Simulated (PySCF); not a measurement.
How methods differ on the ionisation energy of Nd⁺

Nd⁺ [Xe] 4f4 6s1 (high-spin determinant) → Nd²⁺ [Xe] 4f4 (high-spin determinant), as a difference of total energies. Computed with PySCF 2.14 in ANO-RCC-VTZP, with scalar relativity by spin-free X2C-1e. Correlated levels: valence: [Kr] 4d10 frozen; valence and next inner shell: [Ar] 3d10 frozen. The calculations carry no spin-orbit coupling.

```json
{"method": "UHF", "ionisation energy (eV)": "10.035"}
{"method": "PBE", "ionisation energy (eV)": "11.020"}
{"method": "PBE0", "ionisation energy (eV)": "10.819"}
{"method": "r2SCAN", "ionisation energy (eV)": "10.756"}
{"method": "MP2 (valence)", "ionisation energy (eV)": "10.720"}
{"method": "SCS-MP2 (valence)", "ionisation energy (eV)": "10.540"}
{"method": "SCS-MP2 (valence and next inner shell)", "ionisation energy (eV)": "10.613"}
```

Problem. Estimate what MP2 (valence and next inner shell) gives.

Solution. 10.798 eV, closest to PBE0 among the rows shown.

Problem. Estimate what LDA gives.

Solution. 11.206 eV, closest to PBE among the rows shown.

Errors of the correlated levels include the incompleteness of this basis and the frozen core.

The determinant of Nd²⁺ and of Nd⁺ mixes LS terms, which raises its energy above the lowest term, most at the Hartree-Fock and MP2 levels.

For comparison: 10.783 ± 0.02 eV (semi-empirical (NIST evaluation); NIST Atomic Spectra Database, ionization energies).
